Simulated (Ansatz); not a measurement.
Sr₃S₄. Charge 0, multiplicity 1. Geometry PBE-D4/def2-SVP; atoms count from 1.

```xyz
7

Sr    0.887    1.878    0.982
Sr    0.532   -2.546    1.633
Sr   -1.196   -0.415   -1.923
S    -1.366    2.183   -0.747
S     0.526    1.863   -1.851
S     1.466   -0.208    2.565
S    -0.850   -2.755   -0.659
```

In the def2 sets Sr takes a core potential; there is no spin–orbit coupling. Another isomer (singlet) lies 0.34 eV lower at PBE0-D4/def2-TZVP; other spin states weren't run for this one.

Question: Estimate the Mulliken populations from the PBE0/def2-TZVP orbitals of Ansatz.

Answer: 
| atom | charge (e) |
| --- | --- |
| Sr1 | 1.11 |
| Sr2 | 1.01 |
| Sr3 | 1.11 |
| S4 | -0.58 |
| S5 | -0.58 |
| S6 | -1.03 |
| S7 | -1.03 |
Mulliken values and Mayer orders depend strongly on the basis.

Question: And the Mayer bond orders between bonded heavy atoms (over 0.3)?

Answer: Sr1–S4 0.38 (2.86 Å); Sr1–S5 0.38 (2.86 Å); Sr1–S6 0.85 (2.68 Å); Sr2–S6 0.83 (2.68 Å); Sr2–S7 0.83 (2.68 Å); Sr3–S4 0.38 (2.86 Å); Sr3–S5 0.38 (2.86 Å); Sr3–S7 0.85 (2.68 Å); S4–S5 1.02 (2.21 Å).
